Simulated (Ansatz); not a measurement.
Four-centre ligand exchange

Start structure (SnH4BrF, closed shell), relaxed at PBE0-D4/def2-TZVP:

Sn1  (-0.639, -0.940, -0.032)
F2  (1.145, -0.227, -0.365)
H3  (-0.475, -2.581, -0.435)
H4  (-1.631, -0.050, -1.081)
H5  (-0.891, -0.641, 1.619)
H6  (1.360, 1.532, -0.036)
Br7  (1.131, 2.907, 0.329)
(Å)

The step: SnH₃F ([F][SnH3]) + HBr → SnH₃Br ([Br][SnH3]) + HF; bonds formed: Sn1–Br7, F2–H6; bonds broken: Sn1–F2, H6–Br7. Ansatz 0.2.0; basis: def2-TZVPP and def2-QZVPP; cores frozen in the correlated methods. Filled d shells of the heavier atoms are correlated. Core potentials replace the inner electrons of the atoms past krypton. The def2 sets are not built for correlating such inner shells, so the correlated values are less sure here. Extrapolation: Hartree–Fock as exp(−7.88 √X), correlation as X^−2.97. Energies below are by CCSD(T) at an estimated basis limit (MP2 extrapolated from triple and quadruple zeta, plus CCSD(T) − MP2 in triple zeta).

**Question.** What are the electronic barrier and the energy of the step, from the start structure to the end structure? (Judge from chemistry; the value comes from the calculation.)

**Answer.** By the calculation: Barrier 10.24 kcal/mol; step energy -12.75 kcal/mol (downhill); reverse barrier, their difference, 22.99 kcal/mol. Barrier and step energy count from the start structure, the reverse barrier from the end structure.

The saddle point: One imaginary mode of 221i cm⁻¹.
```
   pair  start (Å)  saddle (Å)  end (Å)
Sn1–Br7       4.25        3.02     2.51
  F2–H6       1.80        1.11     0.93
 Sn1–F2       1.95        2.13     3.88
 H6–Br7       1.44        1.73     2.34
```

Zero-point energy (harmonic, PBE0-D4): ZPE is 18.74 kcal/mol at the start and 18.71 kcal/mol at the saddle, so the barrier goes from 10.24 to 10.21 kcal/mol.

T1 diagnostic: at most 0.012. The end structure is not quite a true minimum (one mode of 41i cm⁻¹).

Labels in which every atom is bracketed show which atoms are joined, not bond orders.

For scale, one of the runs: CCSD(T)/def2-TZVPP, 185 basis functions, launched by `ansatz run in.yaml --threads 4 --pin off --events-out ev --progress --plain --max-ram 9574MiB`. Hardware: 4 CPU threads of an Arm Neoverse V2, shared host. Wall time 83 s; peak host memory 2.3 GiB.
